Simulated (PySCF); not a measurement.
Ta(O)(F)(NH2)2 (FH₄N₂OTa), SMILES [NH2][Ta]([NH2])(=[O])[F], multiplicity 1.

Geometry optimised at PBE0-D3(BJ)/def2-SVP. The spin state was assumed, not searched. The structure was generated by enumeration; whether it is a known compound was not checked. The def2 effective core potentials stand for the cores of Ta; spin–orbit coupling is left out. One conformer was computed; it need not be the lowest.

Computed with PySCF with PBE0-D3(BJ)/def2-SVP.

Frequencies are harmonic and unscaled.

```json
[
 {"mode": "1", "ν (cm⁻¹)": "168", "IR (km/mol)": "1.4", "Raman (Å⁴/amu)": "1.0", "depolarisation": "0.65", "moving atoms (share of kinetic energy)": "F 35 %, N 33 %, H 17 %, Ta 13 %"},
 {"mode": "2", "ν (cm⁻¹)": "174", "IR (km/mol)": "5.4", "Raman (Å⁴/amu)": "1.1", "depolarisation": "0.75", "moving atoms (share of kinetic energy)": "F 55 %, N 26 %, Ta 9 %, H 8 %"},
 {"mode": "3", "ν (cm⁻¹)": "184", "IR (km/mol)": "0.0", "Raman (Å⁴/amu)": "2.2", "depolarisation": "0.71", "moving atoms (share of kinetic energy)": "N 53 %, H 24 %, Ta 12 %"},
 {"mode": "4", "ν (cm⁻¹)": "205", "IR (km/mol)": "8.7", "Raman (Å⁴/amu)": "3.0", "depolarisation": "0.75", "moving atoms (share of kinetic energy)": "O 44 %, N 22 %, H 19 %, F 13 %"},
 {"mode": "5", "ν (cm⁻¹)": "205", "IR (km/mol)": "10.6", "Raman (Å⁴/amu)": "2.5", "depolarisation": "0.75", "moving atoms (share of kinetic energy)": "O 44 %, H 36 %, N 16 %"},
 {"mode": "6", "ν (cm⁻¹)": "298", "IR (km/mol)": "6.5", "Raman (Å⁴/amu)": "0.4", "depolarisation": "0.75", "moving atoms (share of kinetic energy)": "H 77 %, O 17 %"},
 {"mode": "7", "ν (cm⁻¹)": "400", "IR (km/mol)": "2.1", "Raman (Å⁴/amu)": "0.2", "depolarisation": "0.40", "moving atoms (share of kinetic energy)": "H 86 %, O 11 %"},
 {"mode": "8", "ν (cm⁻¹)": "494", "IR (km/mol)": "124.5", "Raman (Å⁴/amu)": "1.1", "depolarisation": "0.75", "moving atoms (share of kinetic energy)": "H 80 %, N 20 %"},
 {"mode": "9", "ν (cm⁻¹)": "528", "IR (km/mol)": "267.0", "Raman (Å⁴/amu)": "1.0", "depolarisation": "0.73", "moving atoms (share of kinetic energy)": "H 75 %, N 24 %"},
 {"mode": "10", "ν (cm⁻¹)": "571", "IR (km/mol)": "0.7", "Raman (Å⁴/amu)": "0.7", "depolarisation": "0.75", "moving atoms (share of kinetic energy)": "H 78 %, N 21 %"},
 {"mode": "11", "ν (cm⁻¹)": "595", "IR (km/mol)": "16.9", "Raman (Å⁴/amu)": "0.3", "depolarisation": "0.69", "moving atoms (share of kinetic energy)": "H 73 %, N 19 %"},
 {"mode": "12", "ν (cm⁻¹)": "670", "IR (km/mol)": "137.4", "Raman (Å⁴/amu)": "1.0", "depolarisation": "0.01", "moving atoms (share of kinetic energy)": "F 81 %, Ta 12 %"},
 {"mode": "13", "ν (cm⁻¹)": "682", "IR (km/mol)": "144.5", "Raman (Å⁴/amu)": "2.0", "depolarisation": "0.75", "moving atoms (share of kinetic energy)": "N 71 %, H 16 %, Ta 13 %"},
 {"mode": "14", "ν (cm⁻¹)": "695", "IR (km/mol)": "46.8", "Raman (Å⁴/amu)": "19.8", "depolarisation": "0.07", "moving atoms (share of kinetic energy)": "N 79 %, H 14 %"},
 {"mode": "15", "ν (cm⁻¹)": "1017", "IR (km/mol)": "154.8", "Raman (Å⁴/amu)": "17.2", "depolarisation": "0.05", "moving atoms (share of kinetic energy)": "O 91 %, Ta 9 %"},
 {"mode": "16", "ν (cm⁻¹)": "1515", "IR (km/mol)": "48.5", "Raman (Å⁴/amu)": "8.8", "depolarisation": "0.75", "moving atoms (share of kinetic energy)": "H 89 %, N 11 %"},
 {"mode": "17", "ν (cm⁻¹)": "1518", "IR (km/mol)": "31.1", "Raman (Å⁴/amu)": "8.0", "depolarisation": "0.44", "moving atoms (share of kinetic energy)": "H 90 %, N 10 %"},
 {"mode": "18", "ν (cm⁻¹)": "3580", "IR (km/mol)": "115.0", "Raman (Å⁴/amu)": "53.8", "depolarisation": "0.75", "moving atoms (share of kinetic energy)": "H 96 %"},
 {"mode": "19", "ν (cm⁻¹)": "3583", "IR (km/mol)": "47.8", "Raman (Å⁴/amu)": "226.1", "depolarisation": "0.05", "moving atoms (share of kinetic energy)": "H 96 %"},
 {"mode": "20", "ν (cm⁻¹)": "3678", "IR (km/mol)": "14.8", "Raman (Å⁴/amu)": "72.7", "depolarisation": "0.75", "moving atoms (share of kinetic energy)": "H 92 %, N 8 %"},
 {"mode": "21", "ν (cm⁻¹)": "3678", "IR (km/mol)": "77.4", "Raman (Å⁴/amu)": "51.6", "depolarisation": "0.74", "moving atoms (share of kinetic energy)": "H 92 %, N 8 %"}
]
```
